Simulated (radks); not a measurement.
The numbers below are computed, except where a source is named.
Question: The cadmium ion Cd4+ is in [Kr] 4d(3/2: 4, 5/2: 4). Level of theory: Dirac Kohn-Sham, relativistic LDA (MacDonald-Vosko exchange, VWN5 correlation), spin-unpolarised, spherical densities, finite nucleus; Fermi nuclear charge, rms radius of each element as measured or else 0.836 A^(1/3) + 0.57 fm (a radial shooting solver on a logarithmic mesh with Libxc functionals). Sub-shells are occupied by j as written (lower j first in brackets). One electron is removed from 4d3/2, 4d5/2, 4p1/2, 4p3/2 in turn, with full relaxation. Which removal costs least, and what does each cost?

Answer: 4d5/2 71.147 eV; 4d3/2 72.044 eV; 4p3/2 127.89 eV; 4p1/2 134.14 eV. The 4d5/2 electron leaves first.
